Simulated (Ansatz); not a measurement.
CH$_{7}$AlO$_{2}$Si (`[OH][AlH][CH2]O[SiH3]`). Total charge 0; spin multiplicity 1. The geometry is a stationary point of PBE0-D4/def2-TZVP. It is one conformer, not always the lowest.

```xyz
12

O    -0.960    0.728    2.228
Al   -1.084   -0.144    0.771
C     0.492   -1.256    0.261
O     0.857   -0.944   -1.109
Si    0.860    0.647   -1.451
H    -1.690    1.215    2.607
H    -2.480   -0.290    0.027
H     1.361   -1.109    0.914
H     0.264   -2.325    0.285
H     0.673    0.869   -2.902
H    -0.333    1.220   -0.692
H     2.040    1.389   -0.939
```

**Question.** What is the dipole moment at B3LYP/def2-TZVPP? (Estimate.)

**Answer.** Computed: 0.90 D, with components (-0.21, 0.88, -0.07) D in this frame, pointing from negative to positive charge.

**Question.** And with PBE, r2SCAN, ωB97M-V? (Best estimate.)

**Answer.** Computed: PBE 0.81 D, r2SCAN 0.86 D, ωB97M-V 0.90 D.

**Question.** Give the Mulliken charges with B3LYP, r2SCAN, PBE in def2-TZVPP. (Estimate.)

**Answer.** Ansatz gave: 
```tsv
atom	B3LYP	r2SCAN	PBE
O1	-0.42	-0.44	-0.38
Al2	0.53	0.55	0.42
C3	-0.18	-0.13	-0.18
O4	-0.37	-0.37	-0.29
Si5	0.48	0.50	0.40
H6	0.17	0.18	0.17
H7	-0.17	-0.18	-0.15
H8	0.10	0.07	0.10
H9	0.09	0.06	0.09
H10	-0.06	-0.06	-0.05
H11	-0.12	-0.11	-0.08
H12	-0.06	-0.07	-0.06
```

B3LYP here is the variant with VWN-RPA as its local correlation; programs differ in this.
